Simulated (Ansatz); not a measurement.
Ansatz (a first-principles code) input (CCSD(T)/def2-SVPD):

Ansatz 0.2 input:
```yaml
crystal:
  periodic: [false, false, false]
  atoms:
    - {symbol: Cu, position_ang: [0.00000000, 0.00000000, 0.00000000]}
    - {symbol: Br, position_ang: [0.00000000, 0.00000000, 2.29911170]}
    - {symbol: Br, position_ang: [-0.00000000, -0.00000000, -2.29911170]}
basis:
  gaussian:
    orbitals: def2-SVPD
total_charge: -1
magnetization: {spin_polarized: false}
correlation: {method: ccsd_t, electrons: outside_noble_gas}
output: {forces: true}
```

Output:

```
Functional definition: HF
integrals: 0.19 GiB planned
1149 factors; integrals over basis functions are off by at most 8.0e-4 eV
mean field: 0.87 GiB planned
mean field evaluation 1: about -184577.5814 eV, gradient 1.1e1 eV
mean field evaluation 2: about -184577.8105 eV, gradient 1.2e1 eV
mean field evaluation 4: about -184578.4731 eV, gradient 2.5e0 eV
mean field evaluation 8: about -184578.4994 eV, gradient 5.1e-4 eV
mean field evaluation 16: about -184578.1983 eV, gradient 2.3e0 eV
mean field -184578.49943181 eV, -6783.1347423185 hartree, gradient 2.7e-6 eV, S^2 0.000000; 0 other end points of the search recorded, 0 dependent functions left out
37 core orbitals not correlated
reference -184578.49943181 eV, -6783.1347423185 hartree; 13, 13 occupied and 66, 66 virtual orbitals, 1149 factors
densities: 0.45 GiB planned
second order -15.79055966 eV of doubles, -0.00000000 eV of singles
coupled cluster: 0.34 GiB planned
cycle   1  -14.56145612 eV  change     1.2e0 eV  update   1.7e-1
cycle   2  -15.19369132 eV  change   -6.3e-1 eV  update   9.7e-2
cycle   3  -15.30704568 eV  change   -1.1e-1 eV  update   3.5e-2
cycle   4  -15.30842428 eV  change   -1.4e-3 eV  update   1.8e-2
cycle   5  -15.29162499 eV  change    1.7e-2 eV  update   9.1e-3
cycle   6  -15.28961560 eV  change    2.0e-3 eV  update   3.7e-3
cycle   7  -15.29160340 eV  change   -2.0e-3 eV  update   1.8e-3
cycle   8  -15.29235098 eV  change   -7.5e-4 eV  update   5.7e-4
cycle   9  -15.29240938 eV  change   -5.8e-5 eV  update   3.2e-4
cycle  10  -15.29251328 eV  change   -1.0e-4 eV  update   1.2e-4
cycle  11  -15.29255986 eV  change   -4.7e-5 eV  update   4.9e-5
cycle  12  -15.29250828 eV  change    5.2e-5 eV  update   2.4e-5
cycle  13  -15.29249236 eV  change    1.6e-5 eV  update   7.9e-6
cycle  14  -15.29250244 eV  change   -1.0e-5 eV  update   4.2e-6
perturbative correction -0.60871784 eV, -0.0223699680 hartree
the calculation of the forces begins
Total energy: -184594.40065209 eV, -6783.7191013855 hartree
Atom 0 at     0.000000     0.000000     0.000000 Å, force     0.000000     0.000000    -0.000000 eV/Å
Atom 1 at     0.000000     0.000000     2.299112 Å, force    -0.000000    -0.000000     0.184000 eV/Å
Atom 2 at    -0.000000    -0.000000    -2.299112 Å, force    -0.000000    -0.000000    -0.184000 eV/Å
Dipole moment:    -0.000000    -0.000000    -0.000000 e Å
```
